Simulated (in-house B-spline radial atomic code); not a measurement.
Whole-atom quantities along the 54-electron series, configuration [Kr] 4d10 5s2 5p6. Computed with a B-spline radial code for spherical atoms: non-relativistic Hartree-Fock, average of the configuration, point nuclei.

This level leaves out relativity, spin-orbit splitting included, which matters for heavy ions.

```tsv
ion	Z	E/Z² (Eh)	Σ<r²> (bohr²)	n(0)/Z³ (bohr⁻³)	Lamb diamagnetic shielding (ppm)	repulsion over attraction
Xe	54	-2.4802	62.651	0.70632	5642.41	0.15735
Cs+	55	-2.4971	52.543	0.70698	5777.14	0.15602
Ba2+	56	?	?	?	?	?
La3+	57	?	?	?	?	?
Ce4+	58	-2.5458	36.009	0.70888	6179.06	0.15165
Pr5+	59	-2.5614	32.585	0.70948	6312.57	0.15013
```

(1) Fill in the row of Ba2+.

(2) Fill in the row of La3+.

(3) With what power of Z does the column «Σ<r²> (bohr²)» change over this range?

Results:

(1) E/Z² (Eh): -2.5137; Σ<r²> (bohr²): 45.507; n(0)/Z³ (bohr⁻³): 0.70763; Lamb diamagnetic shielding (ppm): 5911.41; repulsion over attraction: 0.15461.

(2) E/Z² (Eh): -2.53; Σ<r²> (bohr²): 40.203; n(0)/Z³ (bohr⁻³): 0.70826; Lamb diamagnetic shielding (ppm): 6045.36; repulsion over attraction: 0.15315.

(3) A fit of the logarithm of its size against log Z from Z = 54 to 59 has slope -7.31. Unscreened non-relativistic hydrogenic orbitals would give -2.
